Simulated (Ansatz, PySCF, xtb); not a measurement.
Pair of molecules: N2 (SMILES N#N) (first 2 atoms) with CH6Si (SMILES C[SiH3]); geometry from B3LYP-D3(BJ)/def2-TZVP, rigid monomers moved along the line of their centres of mass till N1···Si4 is 3.24 Å.
(charge 0, multiplicity 1):
```xyz
10

N      1.200    -0.043     0.939
N      0.820     0.055    -0.079
C      0.979    -0.208     4.355
Si    -0.692     0.110     3.566
H      1.758    -0.281     3.594
H      0.969    -1.141     4.922
H      1.246     0.600     5.038
H     -0.677     1.377     2.795
H     -1.749     0.210     4.602
H     -1.054    -0.990     2.639
```

Counterpoise-corrected where a basis set is named; no monomer relaxation. Rows marked so take none.

Rows in 3-21G carry no dispersion term and start afresh at each structure.

The values were computed with Ansatz (Gaussian orbitals); PySCF for 3-21G rows, the dispersion terms; xtb for the GFN methods. Values without a source in brackets are computed.

### Question
One of these levels gives -3.14 kcal/mol for the interaction energy. Which?
(A) GFN1-xTB
(B) HF/3-21G (no counterpoise)
(C) HF/aug-cc-pV(D+d)Z
(D) r2SCAN-D3(BJ)/def2-TZVPPD

### Answer
A, GFN1-xTB. The others give -1.11 (HF/3-21G (no counterpoise)), 2.12 (HF/aug-cc-pV(D+d)Z), -0.17 (r2SCAN-D3(BJ)/def2-TZVPPD)

Ansatz is a quantum-chemistry and plane-wave program.
